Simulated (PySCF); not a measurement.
# How methods differ on the ionisation energy of Pd⁺

Pd⁺ [Kr] 4d9 (2D) → Pd²⁺ [Kr] 4d8 (3F), as a difference of total energies. Computed with PySCF 2.14 in ANO-RCC-VTZP, with the spin-free X2C one-electron Hamiltonian (Gaussian nucleus). Correlated levels: valence: [Kr] frozen; valence and next inner shell: [Ar] 3d10 frozen. The calculations carry no spin-orbit coupling.

```json
{"method": "UHF", "ionisation energy (eV)": "17.440"}
{"method": "LDA", "ionisation energy (eV)": "20.347"}
{"method": "PBE", "ionisation energy (eV)": "19.838"}
{"method": "PBE0", "ionisation energy (eV)": "19.528"}
{"method": "r2SCAN", "ionisation energy (eV)": "19.341"}
{"method": "r2SCANh", "ionisation energy (eV)": "19.287"}
{"method": "HSE06", "ionisation energy (eV)": "19.526"}
{"method": "LC-wPBE", "ionisation energy (eV)": "19.497"}
{"method": "MP2 (valence)", "ionisation energy (eV)": "19.445"}
{"method": "SCS-MP2 (valence)", "ionisation energy (eV)": "19.300"}
{"method": "MP2 (valence and next inner shell)", "ionisation energy (eV)": "19.624"}
{"method": "SCS-MP2 (valence and next inner shell)", "ionisation energy (eV)": "19.358"}
```

Question: How much does correlation contribute at MP2 (valence and next inner shell)?

Answer: 19.624 − (17.440) = 2.184 eV, measured against UHF.

A first-order spin-orbit estimate (lowest level to lowest level, LS coupling) adds -0.118 eV.

Errors of the correlated levels include the incompleteness of this basis and the frozen core.

For comparison: 19.43 ± 0.12 eV (semi-empirical (NIST evaluation); NIST Atomic Spectra Database, ionization energies).
